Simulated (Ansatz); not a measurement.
Geometry optimisation, Ansatz, RKS r2SCAN-D4/6-31G.

Input:

```yaml
crystal:
  periodic: [false, false, false]
  atoms:
    - { symbol: "N", position_ang: [-0.1745, 0.9969, 2.0099] }
    - { symbol: C, position_ang: [0.3928, 0.8892, 0.7082] }
    - { symbol: "N", position_ang: [0.0008, -0.4361, 0.3241] }
    - { symbol: Si, position_ang: [0.4866, -1.1902, -1.1103] }
    - { symbol: "N", position_ang: [-0.8475, -0.6676, -2.0944] }
    - { symbol: H, position_ang: [0.139, 0.3125, 2.5892] }
    - { symbol: H, position_ang: [0.1203, 1.9153, 2.4222] }
    - { symbol: H, position_ang: [0.0407, 1.6631, 0.0128] }
    - { symbol: H, position_ang: [1.486, 1.0341, 0.8318] }
    - { symbol: H, position_ang: [-0.9432, -0.5616, 0.5915] }
    - { symbol: H, position_ang: [1.6852, -0.6925, -1.5991] }
    - { symbol: H, position_ang: [0.3143, -2.651, -0.9325] }
    - { symbol: H, position_ang: [-1.7751, -1.0023, -1.7391] }
    - { symbol: H, position_ang: [-0.9383, 0.361, -1.9855] }
basis:
  gaussian: { orbitals: "6-31G" }
hamiltonian:
  xc: r2scan
  dispersion: d4
relax:
  f_tol: 0.02
  max_steps: 40
scf:
  lower_state_search: "off"
output:
  orbitals: {}
```

Launched with:

```bash
$ ansatz run input.yaml --threads 1 --pin off --max-ram 2048MiB --backend cpu --events-out ev --progress --plain --runs-dir out
```

**Question.** Where does it end, and by what steps?

**Answer.** The forces met the threshold. The force dipped under the threshold on the way, but the program's further checks kept it going. Limits of this set-up: no polarisation functions. After 14 steps the energy has fallen by 1.824 eV; H14 moved furthest, 1.38 Å.

```csv
step,energy less start (eV),largest force component (eV/Å),accepted
0,0.0000,5.442,yes
1,-1.0658,1.334,yes
2,-1.3841,0.445,yes
3,-1.5501,0.434,yes
4,-1.6637,0.319,yes
5,-1.7398,0.190,yes
6,-1.7818,0.086,yes
7,-1.7960,0.340,yes
8,-1.7874,0.842,no
9,-1.8110,0.171,yes
10,-1.8196,0.037,yes
11,-1.7940,0.684,no
12,-1.8226,0.019,yes
13,-1.8239,0.046,yes
14,-1.8242,0.018,yes
```

```xyz
14
Properties=species:S:1:pos:R:3
N 0.435 0.999 2.341
C 0.085 1.016 0.931
N -0.337 -0.313 0.517
Si 0.120 -1.125 -0.985
N -0.671 -0.750 -2.517
H 1.231 0.418 2.575
H 0.417 1.890 2.819
H -0.710 1.772 0.812
H 0.911 1.310 0.249
H -1.014 -0.723 1.151
H 1.562 -0.763 -1.218
H -0.155 -2.577 -0.711
H -1.561 -1.141 -2.787
H -0.325 -0.043 -3.150
```

Whether the end is a true minimum wasn't checked by a vibrational analysis.

Run time: 68 s on 1 thread of Arm Neoverse V2, on a shared host, peak memory 0.14 GiB.
